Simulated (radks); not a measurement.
Spin polarisation of the 5d2 shell in Hf2+. Start: [Xe] 4f14 5d(up 1, down 1); electrons of 5d are moved from spin down to spin up, other shells keep equal spins. All-electron calculation, scalar-relativistic Kohn-Sham, SCAN, spin-polarised, spherical densities, finite nucleus; meta-GGA in the generalised Kohn-Sham scheme; Fermi nuclear charge, rms radius of each element as measured or else 0.836 A^(1/3) + 0.57 fm. Program: a radial shooting solver on a logarithmic mesh with Libxc functionals.

| moment (Bohr magnetons) | E - E(0) (eV) | e(5d up) (eV) | e(5d down) (eV) | 4f down minus up (eV) | 5p down minus up (eV) | 5s down minus up (eV) |
|---|---|---|---|---|---|---|
| 0 | 0.000 | -16.546 | -16.546 | 0.000 | 0.000 | 0.000 |
| 0.5 | -0.056 | -16.757 | -16.311 | 0.062 | 0.255 | 0.180 |
| 1 | -0.224 | -16.950 | -16.043 | 0.126 | 0.507 | 0.356 |
| 1.5 | -0.512 | -17.126 | -15.722 | 0.190 | 0.755 | 0.524 |

At moment 1.5 the spin-polarisation energy is -0.512 eV and the 5d exchange splitting 1.404 eV, that is 0.936 eV per Bohr magneton; E = -I m^2/4 would give I = 0.910 eV.
